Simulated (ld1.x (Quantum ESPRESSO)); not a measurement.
# What one change does to a pseudopotential (Ti (Z = 22), TM)

titanium (Ti), norm-conserving Troullier–Martins (Kleinman–Bylander form), made with ld1.x (Quantum ESPRESSO) 7.5 (LDA (PZ), scalar-relativistic). Core [Ne] 3s2, reference 3p6 3d2 4s1.75 4p0 (charge +0.25). Waves: 4s (bound): rc 2.90 bohr; 3p (bound): rc 1.75 bohr; 3d (bound): rc 1.80 bohr. Local part: all-electron potential smoothed inside 2.30 bohr (lloc = -1). Core correction: a·sin(br)/r model core inside 1.15 bohr.

Change: all radii but the core radius scaled by about 1.22 (s 3.56, p 2.14, d 2.20 bohr); local potential all-electron potential smoothed inside 2.82 bohr (lloc = -1).

Cutoffs: the cutoffs (Ry, on a coarse ladder) from which the occupation-weighted sum of valence levels, in a spherical-Bessel basis at the reference potential, stays within 10 and 1 mRy of its value at 400 Ry; they do not see the model core or the augmentation charge, which bear on the density cutoff. Errors are all-electron minus pseudo energies relative to the spin-unpolarised reference configuration.

**Question.** How do hardness, ghosts and transferability respond?

**Answer.** The potential gets softer (60 Ry and 80 Ry → 45 Ry and 70 Ry); of the 9 tests that both files solve, the error grows in 4 and shrinks in 1 by more than 15 % and 0.3 meV (median size 61.7 → 40.6 meV); neither file shows a bound ghost at the reference potential, the only one tested. A larger radius leaves more room for a smooth pseudo-wave, so fewer plane waves are needed.

| quantity | base | changed |
| --- | --- | --- |
| cutoff, loose | 60 Ry | 45 Ry |
| cutoff, tight | 80 Ry | 70 Ry |
| loose cutoff by channel (10 mRy a level) | s 6 Ry, p 35 Ry, d 55 Ry | s 6 Ry, p 30 Ry, d 45 Ry |
| bound ghosts | none | none |
| error for 3p6 3d2 4s2 4p0, meV [ΔE -1.33 eV] | +0.2 | +0.2 |
| error for 3p6 3d2 4s1 4p0, meV [ΔE 6.21 eV] | +0.6 | -1.0 |
| error for 3p6 3d2 4s0 4p0, meV [ΔE 20.01 eV] | -20 | -41 |
| error for 3p6 3d2 4s1.5 4p0, meV [ΔE 1.69 eV] | 0.0 | -0.1 |
| error for 3p6 3d0 4s0 4p0, meV [ΔE 90.73 eV] | +291 | +369 |
| error for 3p6 3d3 4s0 4p0, meV [ΔE 6.23 eV] | -107 | -29 |
| error for 3p6 3d2 4s0 4p2, meV [ΔE 5.11 eV] | -258 | -618 |
| error for 3p6 3d2 4s1.75 4p0 (spin-polarised), meV [ΔE -0.75 eV] | +62 | +65 |
| error for 3p6 3d2 4s2 4p0 (spin-polarised), meV [ΔE -2.00 eV] | +62 | +63 |

Base: These tests converged, but a pseudo level misses the all-electron one widely, so the file describes the atom poorly there or has found another state: 3p6 3d0 4s0 4p0: empty 4s by 10.5 eV (a node warning on the way). Changed file: These tests converged, but a pseudo level misses the all-electron one widely, so the file describes the atom poorly there or has found another state: 3p6 3d0 4s0 4p0: empty 4s by 4.3 eV (a node warning on the way).
